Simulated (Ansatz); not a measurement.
Two isomers of C2H8FNSi: A = `CN[SiH](C)F`, B = `NCC[SiH2]F`.

Isolated molecules relaxed with PBE0-D4/def2-TZVP in Ansatz; ΔE leaves out vibrations. CBS: MP2 limit from def2 TZ/QZ plus the TZ coupled-cluster correction, frozen cores. Functionals use def2-TZVPP. Each species was taken in one conformer, which may not be the lowest.

Which is lower in electronic energy at CCSD(T)/CBS, and by how much? (Best estimate.)

Computed: A, by 117.3 kJ/mol.

Give E(B) − E(A) in kJ/mol with r2SCAN-D4, BLYP-D4, B2PLYP, CCSD(T)/def2-SVP, CCSD/def2-TZVPP, PBE0-D4, ωB97M-V. (Best estimate.)

Ansatz gave: r2SCAN-D4 120.9, BLYP-D4 119.7, B2PLYP 119.8, CCSD(T)/def2-SVP 104.9, CCSD/def2-TZVPP 116.5, PBE0-D4 115.8, ωB97M-V 119.6. None reverses the order clearly.

Does the order hold for the free energy at 298.15 K (harmonic terms from PBE0-D4)? (An estimate is asked.)

Computed: Yes: G(B) − G(A) = +117.8 kJ/mol, for one conformer each.

Largest T1 diagnostic: 0.010.

Leaving LDA and LC-ωPBE aside and taking each functional with its dispersion term where it has one, the values, not all of them listed here, spread over 10.5 kJ/mol, from revPBE-D4 to BHLYP-D4. At CCSD(T), def2-SVP lies −12.5 kJ/mol from the extrapolated value and def2-TZVPP −1.4 kJ/mol.
